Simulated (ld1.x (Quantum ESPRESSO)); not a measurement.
Reading a pseudo-wave (nitrogen (N))

Columns: radius, all-electron u(r) and pseudo u(r) of the 2s shell (level -32.43 eV) of nitrogen in the configuration [He] 2s2 2p2; PBE, non-relativistic, PAW scheme, ld1.x (Quantum ESPRESSO) 7.5.

```
r (bohr)  all-electron   pseudo
   0.075        0.3693  -0.1089
   0.150        0.3903  -0.2163
   0.225        0.2514  -0.3209
   0.300        0.0512  -0.4213
   0.375       -0.1588  -0.5161
   0.450       -0.3529  -0.6039
   0.525       -0.5197  -0.6835
   0.600       -0.6558  -0.7535
   0.675       -0.7612  -0.8131
   0.750       -0.8378  -0.8610
   0.825       -0.8887  -0.8966
   0.900       -0.9177  -0.9192
   0.975       -0.9284  -0.9284
   1.050       -0.9242  -0.9242
   1.125       -0.9082  -0.9082
   1.200       -0.8832  -0.8832
   1.275       -0.8514  -0.8514
   1.350       -0.8147  -0.8147
   1.425       -0.7748  -0.7748
   1.500       -0.7330  -0.7330
   1.575       -0.6902  -0.6902
   1.650       -0.6473  -0.6473
   1.725       -0.6050  -0.6050
   1.800       -0.5637  -0.5637
   1.875       -0.5237  -0.5237
   1.950       -0.4855  -0.4855
```

Task: How many radial nodes do the two functions have?

Result: The all-electron 2s function has n − l − 1 = 1; the pseudo-wave has 0, since the states of the same l below it are removed with the core.

Task: At about which radius was the pseudo-wave matched?

Result: 1.00 bohr, where the columns begin to agree (steps of 0.07 bohr).

Task: Is the pseudo-wave norm-conserving?

Result: No, it belongs to a PAW set: the norm inside the radius is not constrained, and the difference is carried by the augmentation charge.
